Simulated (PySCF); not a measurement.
Be(Et)(SeH) (C2H6BeSe), SMILES C[CH2][Be][SeH]. Geometry: PBE-D3(BJ)/def2-SVP. The structure was generated by enumeration; whether it is a known compound was not checked. The values are those of a single conformer.

Computed equilibrium geometry at PBE-D3(BJ)/def2-SVP (PySCF confirms it by a frequency run) as a Z-matrix (one conformer of several):
```
C
H 1 1.1169
H 1 1.1173 2 103.60
C 1 1.5424 2 109.75 3 117.06
H 4 1.1100 1 111.85 2 -176.97
H 4 1.1100 5 106.64 1 122.56
H 4 1.1112 5 106.87 6 113.99
Be 1 1.6844 2 107.83 3 -113.59
Se 8 2.0504 3 150.94 1 -179.93
H 9 1.4881 8 88.97 3 -151.04
```
